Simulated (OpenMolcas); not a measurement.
**Ionisation energies of selenium**

* Program: OpenMolcas 26.06
* Basis: ANO-RCC-VDZP [5s4p2d]
* Scalar Hamiltonian: DKH2, point nucleus
* Spin-orbit coupling: state interaction with AMFI integrals over the reference wave functions, term energies averaged over their components

Active shells in each charge state: the valence s, p shells, with orbitals averaged over the low states. Where CASPT2's correlated closed shells are named, they are those of the first ion.

A. CASSCF
B. SS-CASPT2, IPEA 0.25 Eh, imaginary shift 0.1 Eh (closed shells correlated: 3d)
C. SS-CASPT2, IPEA 0 Eh, imaginary shift 0.1 Eh (closed shells correlated: 3d)
D. SS-CASPT2, IPEA 0.25 Eh, imaginary shift 0.1 Eh (closed shells correlated: 3s 3p 3d)
E. SS-CASPT2, IPEA 0.25 Eh, imaginary shift 0.1 Eh (closed shells correlated: none)

Energies in eV between the lowest computed levels, named as in B; reference values from the NIST Atomic Spectra Database with their kind.

```csv
From,To,A,B,C,D,E,Spin-orbit share in B,Reference
Se2+ 4s2 4p2 3P0,Se3+ 4s2 4p 2P* 1/2,30.804,31.312,31.401,31.303,31.269,+0.027,31.697 (measured)
Se3+ 4s2 4p 2P* 1/2,Se4+ 4s2 1S0,41.728,42.245,42.323,42.235,42.208,+0.292,42.947 (measured)
Se4+ 4s2 1S0,Se5+ 4s 2S 1/2,66.645,66.733,66.734,66.724,66.673,+0.000,68.300 (semi-empirical)
Se5+ 4s 2S 1/2,Se6+ 3d10 1S0,80.773,80.830,80.832,80.827,80.773,+0.000,81.830 (measured)
```

Steps that some method lacks are left out, and so are those with a state whose active s or d shell is doubly occupied in every root (s and p with five to eight electrons, d10) over a frozen core shell of the same l, since the two then mix freely.

Error against the reference values, in %:

```json
{"From": "Se2+", "Reference": "measured", "A": "-2.8", "B": "-1.2", "C": "-0.9", "D": "-1.2", "E": "-1.4"}
{"From": "Se3+", "Reference": "measured", "A": "-2.8", "B": "-1.6", "C": "-1.5", "D": "-1.7", "E": "-1.7"}
{"From": "Se4+", "Reference": "semi-empirical", "A": "-2.4", "B": "-2.3", "C": "-2.3", "D": "-2.3", "E": "-2.4"}
{"From": "Se5+", "Reference": "measured", "A": "-1.3", "B": "-1.2", "C": "-1.2", "D": "-1.2", "E": "-1.3"}
```

Mean absolute error over the 3 measured values: A 1.06 eV, B 0.70 eV, C 0.64 eV, D 0.70 eV, E 0.74 eV.

* marks odd parity.
